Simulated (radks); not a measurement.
Values are calculated unless marked as measured or tabulated.
Effect of the nuclear size on neutral bromine, [Ar] 3d10 4s2 4p5. Code: a radial shooting solver on a logarithmic mesh with Libxc functionals. Model: Dirac Kohn-Sham, exchange-only LDA, spin-unpolarised, spherical densities, finite nucleus; open shells fill j = l - 1/2 first; Fermi nuclear charge, rms radius 4.1629 fm. The rms radius is varied about that value; shifts are against it.

rms radius (fm) = 3.451: total energy shift (eV) -0.169; density at nucleus (e/bohr^3) 4.478e+04; 1s1/2 shift (meV) -71.8; 2s1/2 shift (meV) -7.20; 3p1/2 shift (meV) 0.105; 4s1/2 shift (meV) -0.119
rms radius (fm) = 3.8881: total energy shift (eV) -0.0687; density at nucleus (e/bohr^3) 4.438e+04; 1s1/2 shift (meV) -29.2; 2s1/2 shift (meV) -2.93; 3p1/2 shift (meV) 0.043; 4s1/2 shift (meV) -0.048
rms radius (fm) = 4.1629: total energy shift (eV) 0; density at nucleus (e/bohr^3) 4.415e+04; 1s1/2 shift (meV) 0.000; 2s1/2 shift (meV) 0.000; 3p1/2 shift (meV) 0.000; 4s1/2 shift (meV) 0.000
rms radius (fm) = 4.55: total energy shift (eV) 0.104; density at nucleus (e/bohr^3) 4.386e+04; 1s1/2 shift (meV) 44.2; 2s1/2 shift (meV) 4.44; 3p1/2 shift (meV) -0.065; 4s1/2 shift (meV) 0.073
rms radius (fm) = 5.0329: total energy shift (eV) 0.246; density at nucleus (e/bohr^3) 4.352e+04; 1s1/2 shift (meV) 104; 2s1/2 shift (meV) 10.5; 3p1/2 shift (meV) -0.153; 4s1/2 shift (meV) 0.174

Slopes of the eigenvalues against <r^2> in GHz/fm^2, as finite differences over the two radii next to the reference (eigenvalue slopes, not the field-shift constants of lines): 1s1/2 3180, 2s1/2 319, 3p1/2 -4.64, 4s1/2 5.28.
